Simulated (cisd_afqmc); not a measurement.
Input (AFQMC/CISD/def2-SVP; cisd_afqmc is a phaseless AFQMC code with CISD trial states that reads the integrals written by Ansatz):

Ansatz 0.2 input:
```python
import cisd_afqmc

open("ham.yaml", "w").write("""\
crystal:
  periodic: [false, false, false]
  atoms:
    - {symbol: Cs, position_ang: [-0.00000000, -0.00000000, -2.00479487]}
    - {symbol: I, position_ang: [0.00000000, 0.00000000, 2.08044750]}
basis:
  gaussian:
    orbitals: def2-SVP
total_charge: 1
magnetization: {spin_polarized: true, initial_magnetization: 1}
correlation: {method: ccsd, electrons: outside_noble_gas, hamiltonian_folder: ham}
""")
rep = cisd_afqmc.ansatz("ham.yaml")
e_ccsd = rep["correlation"]["coupled_cluster"]["energy"]["hartree"]
out = cisd_afqmc.run("ham", e_ccsd, trial="CISD", walkers=200, populations=8, threads=8, dt=0.005, steps=40, early=36, settle=10, least=32,
    cut=5e-5, rank_cut=2e-4, target=0.0004, seconds=1500, seed=1, memory=17280, gpu=False)
```

Output:

```
orbitals 37, occupied [4, 3], factors 158 of 558, rank of the doubles 62 of 234
E(HF) = -316.381462
E(CCSD) on the cut factors = -316.472421, shift to the whole factors 0.000011
Energy of the trial state on the determinant = -316.472320
  tau behind 10.8 of longer steps, mean of the populations' last blocks
   2.0  -316.47399
   4.0  -316.47341
   6.0  -316.47337
   8.0  -316.47342
blocks 341 (6 outliers left out), error by blocks joined: 1: 0.00003, 2: 0.00003, 4: 0.00004, 8: 0.00004, 16: 0.00005
E(AFQMC/CISD) = -316.47345 +/- 0.00005
```
